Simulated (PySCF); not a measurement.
An EPR property job and its printed output. Input:

```
{"job": {"kind": "epr", "basis": "pcH-1"}, "charge": 0, "multiplicity": 2}
C      1.893379    -0.058271     0.007122
O      0.621605     0.559853    -0.013388
C     -0.429256    -0.187098    -0.383775
F     -0.285147    -1.529165    -0.281453
C     -1.776235     0.324396     0.042475
F     -1.995929     0.244601     1.377342
F     -1.919443     1.610704    -0.281985
F     -2.765171    -0.357220    -0.538770
H      1.916729    -0.874969     0.733816
H      2.150200    -0.452002    -0.980167
H      2.594690     0.721841     0.292820
```

Method used: UKS B3LYP, pcH-1 on C F H O, non-relativistic, mean-field spin-orbit, GIAO (PySCF 2.14.0). Geometry: GFN2-xTB, one conformer, isolated molecule. Couplings are sensitive to structure, and on GFN2-xTB geometries they can be far from those on DFT ones.

Output of the driver script. Atoms in this output count from 0.

```
UKS, coarse grid
  cycle   1  E = -590.46531441  |g| = 8.16e-01
  cycle   2  E = -590.06398851  |g| = 1.42e+00
  cycle   3  E = -590.67570413  |g| = 7.30e-02
  cycle   4  E = -590.67632375  |g| = 6.45e-02
  cycle   5  E = -590.67768605  |g| = 1.36e-02
  cycle   6  E = -590.67774432  |g| = 5.00e-03
  cycle   7  E = -590.67775380  |g| = 1.52e-03
  cycle   8  E = -590.67775413  |g| = 7.64e-04
UKS, final grid
  cycle   1  E = -590.67773363  |g| = 1.01e-03
  cycle   2  E = -590.67773330  |g| = 1.50e-03
  cycle   3  E = -590.67773393  |g| = 1.12e-04
  cycle   4  E = -590.67773394  |g| = 3.12e-05
  cycle   5  E = -590.67773394  |g| = 2.44e-05
E = -590.67773394 Eh   <S^2> = 0.7528 (exact 0.7500)
g shifts (ppm)      1          2          3
  rmc          -260       -260       -260
  gc              9         68         33
  oz_so         -53       1934       2973
  total        -303       1742       2746
hyperfine (MHz)  atom isotope    a_iso     a_fc   dipolar eigenvalues
    0   13C      -4.57      -4.57     -1.72     -0.77      2.48
    1   17O     -30.42     -30.42    -69.44     33.05     36.39
    2   13C     311.75     311.75    -72.49    -70.85    143.35
    3   19F     220.05     220.05   -221.11   -192.51    413.63
    4   13C      27.72      27.72     -5.77     -5.10     10.87
    5   19F     137.24     137.24    -73.42    -69.77    143.19
    6   19F      -0.05      -0.05    -11.21     -8.40     19.61
    7   19F       5.87       5.87    -12.03    -10.39     22.42
    8    1H      17.49      17.49     -3.32     -2.74      6.06
    9    1H      18.83      18.83     -4.06     -3.39      7.45
   10    1H      -1.53      -1.53     -3.10     -2.72      5.82
```

|g| in the SCF lines is the orbital gradient. In the g block, columns 1 to 3 are the principal axes in rising order; rmc is the relativistic mass correction, gc the gauge correction and oz_so the orbital-Zeeman/spin–orbit term. a_fc is the Fermi-contact part of a_iso, here all of it, since this run has no spin–orbit term in the hyperfine coupling.

Problem. Is the state sound, as far as the log shows?

Solution. The SCF converged after 13 cycles in all, 8 of them on the coarse grid; no stability test was run. ⟨S²⟩ = 0.7528 against the exact 0.7500, so spin contamination is small.

Problem. What are the principal g values and g_iso?

Solution. Adding the total shifts to 2.002319 gives 2.00202, 2.00406, 2.00507; their mean shift is 1395 ppm, so g_iso = 2.00371.

Problem. Which couplings shape the isotropic spectrum at natural abundance (0.05 mT or more)? Keep the log's numbering.

Solution. atom 3 (19F, I = 1/2): 220.1 MHz = 7.85 mT in magnitude, a 1:1 doublet; atoms 5, 6, 7 (19F, I = 1/2): mean 47.7 MHz = 1.70 mT in magnitude, a 1:3:3:1 quartet; atoms 8, 9, 10 (1H, I = 1/2): mean 11.6 MHz = 0.41 mT in magnitude, a 1:3:3:1 quartet. Together 32 lines to first order. Class means assume fast exchange of nuclei equivalent by connectivity; if that motion is slow, each nucleus keeps its own coupling. The three 19F nuclei of mean +47.7 MHz run from -0.1 to 137.2 MHz in the frozen geometry. The three 1H nuclei of mean +11.6 MHz run from -1.5 to 18.8 MHz in the frozen geometry.

Problem. What are the principal values of the full tensor of atom 2 (13C)?

Solution. a_iso plus each dipolar eigenvalue: 239.26, 240.90, 455.10 MHz.

The species is `CO[C](F)C(F)(F)F` [radical]. The run used 230 basis functions and 5 iterations of the response equations.

The values belong to the conformer `[CH3:1][O:2][C:3]([F:4])[C:5]([F:6])([F:7])[F:8]`: C1–O2–C3–F4 21°, O2–C3–C5–F6 -70°.
Labels such as C1 count atoms from 1, the log's own numbers from 0.
